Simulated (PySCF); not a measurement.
**Question.** Give a PBE0-D3(BJ)/def2-SVP geometry of InChI=1S/C2H2BFO2/c4-2-1-5-3-6-2/h1,3H.

**Answer.** 
```xyz
8
C2H2BFO2 angstrom
F     -1.1526   -0.9215    1.7438
C     -0.5061   -0.3820    0.7506
C     -0.6442    0.8037    0.1413
O      0.3018    0.8725   -0.8554
B      0.9932   -0.3065   -0.8088
O      0.4870   -1.1058    0.2053
H     -1.3240    1.6344    0.3009
H      1.8964   -0.6156   -1.5253
```

Any rigid rotation of these coordinates is as good. Atoms count from 1 in this order. The 2 C–O bonds span 1.344 Å (C2–O6, drawn single) to 1.376 Å (C3–O4, drawn single), a spread of 0.032 Å. The 6 heavy atoms lie in one plane (0.000 Å rms). B5 (ring boron) is planar (angles 125.8°, 124.5° and 109.7°, sum 360.0°, 0.00 Å off the plane of its three neighbours). The 5-membered ring C2–C3–O4–B5–O6 has internal angles of 104.8° to 111.6°; it is planar, 0.00 Å rms from its mean plane, widest ring torsion 0°.

Bonds between heavy atoms (Å): F1–C2 1.302, C2=C3 1.340, C3–O4 1.376, O4–B5 1.368, B5–O6 1.387, C2–O6 1.344.

Method used: PySCF, PBE0-D3(BJ)/def2-SVP geometry optimisation, gas phase.

Point group: Cs (tolerance 0.08 Å). Not checked by PBE0-D3(BJ)/def2-SVP frequencies.
